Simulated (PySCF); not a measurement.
A geometry optimisation on `C#C[Si@H]([SeH])[SiH2]N`.

Computed with PBE0-D3(BJ)/def2-SVP geometry optimisation, gas phase (PySCF 2.14.0). Start geometry: GFN2-xTB. The input is one job of a driver script: a line of settings, then coordinates in Å.

Input:
```
{"job": {"xc": "PBE0", "basis": "def2-SVP", "d3": "d3bj", "grid": 1, "maxiter": 30, "shake": 0.01, "kind": "geom"}, "charge": 0, "multiplicity": 1}
C      1.839630    -0.028540    -2.302780
C      1.164170     0.384620    -1.374550
Si     0.199920     0.931550     0.118640
Se     1.878910     1.715060     1.610250
Si    -0.971320    -0.769590     1.148680
N     -2.066530    -1.215910    -0.090970
H      2.392270    -0.335030    -3.132630
H     -0.438270     2.169670    -0.318100
H      2.484750     2.560810     0.674150
H     -1.831500    -0.317430     2.266630
H     -0.109720    -1.838210     1.688400
H     -1.703150    -1.419470    -1.003580
H     -2.833350    -1.854430     0.121800
```

Output:
```
step   0  E = -3114.43576711  max force = 0.042161
step   1  E = -3114.44723078  max force = 0.010573
step   2  E = -3114.44805213  max force = 0.002653
step   3  E = -3114.44819639  max force = 0.000992
step   4  E = -3114.44825270  max force = 0.000853
step   5  E = -3114.44832467  max force = 0.001529
step   6  E = -3114.44840263  max force = 0.001487
step   7  E = -3114.44849568  max force = 0.000822
step   8  E = -3114.44859109  max force = 0.000744
step   9  E = -3114.44864661  max force = 0.001155
step  10  E = -3114.44868969  max force = 0.001169
step  11  E = -3114.44871286  max force = 0.000698
step  12  E = -3114.44871880  max force = 0.000576
step  13  E = -3114.44872205  max force = 0.000584
step  14  E = -3114.44872899  max force = 0.000375
optimisation converged
```

Energies in Eh; «max force» is the largest Cartesian gradient component in Eh/bohr.

Q: How much energy does the optimisation release, in eV?

A: E(step 0) − E(last step) = 0.012962 Eh, which is 0.353 eV.

Q: Give the first gradient maximum in eV/Å.

A: With 1 Eh/bohr = 51.422 eV/Å, 2.168 eV/Å.

Main results: final energy -3114.44873 Eh after 14 steps; dipole 2.18 D.

Q: Estimate the wall time. Hardware: one thread, Arm Neoverse V1 (aarch64), shared host with 32 logical CPUs at a one-minute load of 17. And the peak memory of the process?

A: About 2.9 min, with 0.57 GiB resident at the peak, the Python interpreter and its libraries included.
Labels such as C1 count atoms from 1, the log's own numbers from 0.
